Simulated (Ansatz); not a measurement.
A made-up structure of AlBH$_{4}$Se, singlet:

B1  (-1.230, 0.007, -0.436)
Se2  (-0.767, 0.446, 1.299)
Al3  (1.177, 0.018, 0.504)
H4  (-0.549, -0.349, -1.444)
H5  (-2.220, 0.108, -0.450)
H6  (1.984, 0.243, 1.590)
H7  (1.606, -0.473, -1.063)
(Å)

It is relaxed with PBE-D4/def2-SVP and then PBE0-D4/def2-TZVP (Ansatz 0.2.0). Atoms count as bonded within 1.22 times the sum of their covalent radii (H–H: 0.88 Å). The end point is not checked to be a true minimum.

Does its bonding change? (Judge from chemistry; the calculation decides.)

The calculation gives: No: no bond forms or breaks.

Where it ends: The first stage lowers the energy by 2.35 eV in 9 steps. It ends as AlBH₄Se ([BH2][Se][AlH2]):
B1  (-1.513, 0.004, -0.551)
Se2  (-0.775, 0.414, 1.177)
Al3  (1.457, 0.019, 0.611)
H4  (-0.811, -0.325, -1.456)
H5  (-2.695, 0.096, -0.668)
H6  (2.535, 0.228, 1.748)
H7  (1.802, -0.435, -0.861)
(Å)

Labels in which every atom is bracketed show which atoms are joined, not bond orders.

For scale, one of the runs: PBE0-D4/def2-TZVP relaxation, 140 basis functions, launched by `ansatz run in.yaml --threads 2 --pin off --events-out ev --progress --plain --max-ram 4352MiB`. The run took about 18 s on 2 CPU threads of an Arm Neoverse V1 (shared host).
